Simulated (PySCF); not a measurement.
C₆H₁₂O₂: calculation and literature

Molfile (atoms numbered from 1):
```
C6H12O2
     RDKit          3D

 20 19  0  0  0  0  0  0  0  0999 V2000
   -3.0682    0.2144   -0.7860 C   0  0  0  0  0  0  0  0  0  0  0  0
   -1.6634   -0.3239   -0.5715 C   0  0  0  0  0  0  0  0  0  0  0  0
   -1.0687    0.0808    0.7715 C   0  0  0  0  0  0  0  0  0  0  0  0
    0.3396   -0.4422    0.9989 C   0  0  0  0  0  0  0  0  0  0  0  0
    1.3662    0.2113    0.1104 C   0  0  0  0  0  0  0  0  0  0  0  0
    1.2092    1.2350   -0.5031 O   0  0  0  0  0  0  0  0  0  0  0  0
    2.5145   -0.4778    0.0994 O   0  0  0  0  0  0  0  0  0  0  0  0
    3.5610    0.0776   -0.6761 C   0  0  0  0  0  0  0  0  0  0  0  0
   -3.7608   -0.1449   -0.0074 H   0  0  0  0  0  0  0  0  0  0  0  0
   -3.4759   -0.0936   -1.7608 H   0  0  0  0  0  0  0  0  0  0  0  0
   -3.0797    1.3156   -0.7541 H   0  0  0  0  0  0  0  0  0  0  0  0
   -1.0034    0.0384   -1.3770 H   0  0  0  0  0  0  0  0  0  0  0  0
   -1.6703   -1.4262   -0.6477 H   0  0  0  0  0  0  0  0  0  0  0  0
   -1.7191   -0.2802    1.5859 H   0  0  0  0  0  0  0  0  0  0  0  0
   -1.0521    1.1808    0.8445 H   0  0  0  0  0  0  0  0  0  0  0  0
    0.6668   -0.2558    2.0366 H   0  0  0  0  0  0  0  0  0  0  0  0
    0.4059   -1.5335    0.8613 H   0  0  0  0  0  0  0  0  0  0  0  0
    4.3844   -0.6457   -0.6487 H   0  0  0  0  0  0  0  0  0  0  0  0
    3.2348    0.2471   -1.7127 H   0  0  0  0  0  0  0  0  0  0  0  0
    3.8913    1.0409   -0.2585 H   0  0  0  0  0  0  0  0  0  0  0  0
  1  2  1  0
  2  3  1  0
  3  4  1  0
  4  5  1  0
  5  6  2  0
  5  7  1  0
  7  8  1  0
  1  9  1  0
  1 10  1  0
  1 11  1  0
  2 12  1  0
  2 13  1  0
  3 14  1  0
  3 15  1  0
  4 16  1  0
  4 17  1  0
  8 18  1  0
  8 19  1  0
  8 20  1  0
M  END
```

The experiment to reproduce: δ 1H H16/H17 2.31; H14/H15 1.61; H12/H13 1.33; H9/H10/H11 0.92 ppm (measured; solution, not stated per compound (mostly CDCl3 or CCl4); Pretsch, Buehlmann, Badertscher, Structure Determination of Organic Compounds, 4th ed. (2009)).

Level of theory: shielding tensors at KT2/pcSseg-1 (GIAO), structure optimised with PBE0-D3(BJ)/def2-SVP, in PySCF 2.14 (no solvent model, a single conformation, relativity neglected, equivalent nuclei averaged).

Q: Set the calculated values beside the experiment.

A: 
Reference values: measured (solution, not stated per compound (mostly CDCl3 or CCl4); Pretsch, Buehlmann, Badertscher, Structure Determination of Organic Compounds, 4th ed. (2009)).
```csv
atoms,quantity,reference,computed
H16/H17,δ 1H,2.31,2.26
H14/H15,δ 1H,1.61,1.39
H12/H13,δ 1H,1.33,1.20
H9/H10/H11,δ 1H,0.92,0.99
```

Computed shifts are σ(ref) − σ with the named reference compound (TMS for H and C) calculated as an isolated molecule at the same level.

Q: How far are the unscaled 1H shifts from the references?

A: Mean signed difference -0.08 ppm, mean absolute 0.12 ppm over 4 comparisons; the largest is -0.22 ppm at H14/H15 (hydrogen on an sp3 CH2).
